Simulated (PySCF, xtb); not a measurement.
C₄H₁₁BeN, SMILES C[C](C)(C)[Be][NH2].

GFN2-xTB run with xtb at its own geometry gives an orbital gap of 5.08 eV and a dipole moment of 2.02 D.

The structure is a stationary point at B3LYP-D3(BJ)/def2-SVP. The values are those of a single conformer.

Question: What does B3LYP/def2-TZVP (PySCF) give? (An estimate is asked for; the answer gives what the named calculation found.)

Answer: gap 6.39 eV (levels -6.74 and -0.36 eV), dipole 1.46 D.
